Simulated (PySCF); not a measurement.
Species: C2H7NSeSi2.
Atom-mapped SMILES: `[CH:1]#[C:2][Si@H:3]([SeH:4])[SiH2:5][NH2:6]` (hydrogens: H7 on C1; H8 on Si3; H9 on Se4; H10, H11 on Si5; H12, H13 on N6)

Theory: PBE0-D3(BJ)/def2-SVP geometry optimisation, gas phase in PySCF 2.14.0.

Task: What internal coordinates does the optimisation give?

Result: 
```csv
bond,length (pm)
C1≡C2,121.8
C2–Si3,183.8
Si3–Se4,228.7
Si3–Si5,234.4
Si5–N6,173.1
C1–H7,107.6
Si3–H8,149.2
Se4–H9,147.2
Si5–H10,149.4
Si5–H11,150.5
"N6–H12, N6–H13",101.5
```

Bonds in one row agree within 1 pm and their mean is given. A selection of angles:
```csv
angle,degrees
C2–C1–H7,179.3
C1–C2–Si3,177.4
C2–Si3–Se4,111.7
C2–Si3–Si5,106.8
C2–Si3–H8,107.8
Se4–Si3–Si5,106.4
Se4–Si3–H8,110.0
Si5–Si3–H8,114.1
Si3–Se4–H9,93.8
Si3–Si5–N6,105.1
Si3–Si5–H10,111.4
Si3–Si5–H11,106.8
N6–Si5–H10,109.3
N6–Si5–H11,117.3
H10–Si5–H11,106.9
Si5–N6–H12,118.0
Si5–N6–H13,120.5
H12–N6–H13,111.1
```

Dihedral angles: C2–Si3–Si5–N6 -39° (synclinal); H9–Se4–Si3–C2 73° (synclinal).

Si5 (SiH2 silicon) is distorted tetrahedral (angles from 105.1° to 117.3°). N6 (silicon-bound nitrogen) has angles 120.5°, 118.0° and 111.1°, sum 349.6°, 0.22 Å off the plane of its three neighbours. Of the pairs four or more bonds apart, C2···H12 is among the closest relative to their van der Waals radii: 3.03 Å, 104 % of the sum of Bondi's values. Si3 (SiH silicon) is distorted tetrahedral (angles from 106.4° to 114.1°).

Point group: C1 (no symmetry element, even within 0.4 Å). No frequency check. The numbers are those of one conformer (C2–Si3–Se4–H 73°, C2–Si3–Si5–N6 -39°, Si3–Si5–N6–H 45° and -173°).
